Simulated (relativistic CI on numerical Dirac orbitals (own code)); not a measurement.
## Crystal-field levels of Rh⁶⁺, 4d3

Calculated by Dirac-Coulomb-Breit CI, separate exchange-only KLI orbitals for each configuration, model QED, valence Slater integrals scaled by 0.85, one configuration in a parametric crystal field (own radial code).

Field parameters in Wybourne normalisation: D3d B²₀ = −7Dσ, B⁴₀ = −14Dq − 21Dτ, B⁴₃ = −14√(10/7) Dq; Oh B⁴₀ = 21Dq, B⁴₄ = √(5/14) B⁴₀. The field is a parameter set, without covalency.

S and J are read from ⟨S²⟩ = S(S + 1) and ⟨J²⟩ = J(J + 1) of each level; they are not fictitious spins.

D3d, 10Dq = 29900, Dσ = 540, Dτ = -30 cm⁻¹, the lowest 10 levels:

| E (cm⁻¹) | Degeneracy | Irrep | S | J |
| --- | --- | --- | --- | --- |
| 0.0 | 2 | Γ5+Γ6 | 1.49 | 3.33 |
| 23.5 | 2 | Γ4 | 1.49 | 3.34 |
| 17626 | 2 | Γ5+Γ6 | 0.55 | 3.92 |
| 17983 | 2 | Γ4 | 0.54 | 3.92 |
| 18553 | 2 | Γ4 | 0.52 | 4.07 |
| 18652 | 2 | Γ5+Γ6 | 0.52 | 3.95 |
| 19283 | 2 | Γ4 | 0.52 | 3.62 |
| 27870 | 2 | Γ4 | 0.87 | 3.50 |
| 28109 | 2 | Γ5+Γ6 | 0.92 | 3.54 |
| 28484 | 2 | Γ4 | 1.05 | 3.48 |

Principal g values of the ground doublet: 0.00, 0.00, 5.44.

Oh, 10Dq = 28250 cm⁻¹, the lowest 10 levels:

```json
{"E (cm⁻¹)": "0.0", "Degeneracy": "4", "Irrep": "Γ8", "S": "1.49", "J": "3.33"}
{"E (cm⁻¹)": "17812", "Degeneracy": "4", "Irrep": "Γ8", "S": "0.56", "J": "3.92"}
{"E (cm⁻¹)": "18526", "Degeneracy": "4", "Irrep": "Γ8", "S": "0.52", "J": "4.00"}
{"E (cm⁻¹)": "19227", "Degeneracy": "2", "Irrep": "Γ6", "S": "0.53", "J": "3.62"}
{"E (cm⁻¹)": "27250", "Degeneracy": "4", "Irrep": "Γ8", "S": "1.15", "J": "3.47"}
{"E (cm⁻¹)": "27327", "Degeneracy": "2", "Irrep": "Γ7", "S": "1.33", "J": "3.23"}
{"E (cm⁻¹)": "29003", "Degeneracy": "4", "Irrep": "Γ8", "S": "1.45", "J": "3.34"}
{"E (cm⁻¹)": "29143", "Degeneracy": "2", "Irrep": "Γ6", "S": "1.49", "J": "3.62"}
{"E (cm⁻¹)": "29163", "Degeneracy": "2", "Irrep": "Γ7", "S": "0.83", "J": "3.72"}
{"E (cm⁻¹)": "29523", "Degeneracy": "4", "Irrep": "Γ8", "S": "1.04", "J": "3.55"}
```

D3d, 10Dq = 42250, Dσ = 310, Dτ = -110 cm⁻¹, the lowest 10 levels:

| E (cm⁻¹) | Degeneracy | Irrep | S | J |
| --- | --- | --- | --- | --- |
| 0.0 | 2 | Γ5+Γ6 | 1.50 | 3.38 |
| 11.9 | 2 | Γ4 | 1.50 | 3.39 |
| 18300 | 2 | Γ4 | 0.51 | 3.97 |
| 18322 | 2 | Γ5+Γ6 | 0.51 | 3.91 |
| 18796 | 2 | Γ4 | 0.51 | 3.99 |
| 18882 | 2 | Γ5+Γ6 | 0.51 | 4.01 |
| 19432 | 2 | Γ4 | 0.51 | 3.62 |
| 29597 | 2 | Γ5+Γ6 | 0.53 | 3.53 |
| 29725 | 2 | Γ4 | 0.52 | 3.61 |
| 30078 | 2 | Γ4 | 0.52 | 3.76 |

Principal g values of the ground doublet: 0.00, 0.00, 5.61.

The free-ion ground term has S = 3/2. Every field shown keeps that spin.

Levels of this model without a field, named by their leading LS term: 4F_3/2 0, 4F_5/2 1863, 4F_7/2 4056, 4F_9/2 6366, 4P_3/2 15451, 4P_1/2 15736, 2G_7/2 17882, 4P_5/2 18623 cm⁻¹.
